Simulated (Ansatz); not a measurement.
Program: Ansatz. Geometries: PBE0-D4/def2-TZVP. ΔE: electronic, gas phase. CCSD(T)/CBS adds triple-zeta CCSD(T) − MP2 to the extrapolated MP2 energy (def2 sets, frozen cores). This one scheme is used for every species. DFT in def2-TZVPP. Each species was taken in one conformer, which may not be the lowest.

Consider the hydrogenolysis of the Si–O bond: `CO[SiH](C#N)OC` + H₂ → `CO[SiH2]C#N` + CH₃OH.

`CO[SiH](C#N)OC`:

Cartesian coordinates in Å:
```
C 1.216 2.251 0.772
O 1.160 0.848 0.615
Si -0.166 -0.005 0.269
C -0.909 0.644 -1.313
N -1.384 1.049 -2.282
O 0.307 -1.532 0.041
C -0.526 -2.594 -0.377
H 0.909 2.764 -0.145
H 2.248 2.520 0.996
H 0.579 2.586 1.597
H -1.227 0.126 1.293
H 0.084 -3.497 -0.423
H -0.944 -2.401 -1.370
H -1.346 -2.760 0.329
```

H₂:

Cartesian coordinates in Å:
```
H 0.308 0.178 -0.112
H -0.308 -0.178 0.112
```

`CO[SiH2]C#N`:

Cartesian coordinates in Å:
```
C 1.112 1.106 0.143
O -0.204 0.838 0.589
Si -1.190 -0.266 -0.080
C -0.382 -1.939 0.003
N 0.148 -2.961 0.048
H 1.120 1.417 -0.907
H 1.513 1.916 0.752
H 1.752 0.226 0.259
H -2.431 -0.314 0.713
H -1.438 -0.023 -1.521
```

CH₃OH:

```xyz
6

C     0.143    0.305   -0.114
O    -0.882   -0.592    0.244
H    -0.338    1.232   -0.430
H     0.750   -0.065   -0.950
H     0.809    0.537    0.727
H    -0.482   -1.417    0.524
```

| level | ΔE (kJ/mol) |
| --- | --- |
| PBE0 | 76.4 |
| MP2/def2-TZVPP | 95.4 |

Problem. What does CCSD(T)/CBS give? (Estimate.)

Solution. Ansatz gave: +90.2 kJ/mol. The listed levels differ from it by -13.8, 5.2 kJ/mol.

Largest T1 diagnostic among the species: 0.012.

The D4 term adds +11.2 kJ/mol with B3LYP and +6.5 kJ/mol with PBE0; it sums over pairs of atoms, weighted by their polarisabilities, and B3LYP, whose exchange is more repulsive, gets the larger term. In def2-TZVPP, CCSD(T) changes the Hartree–Fock value by +8.4 kJ/mol (the triples alone add +2.9 kJ/mol) and MP2 by +14.9 kJ/mol.

B3LYP here is the variant with VWN-RPA as its local correlation; programs differ in this.
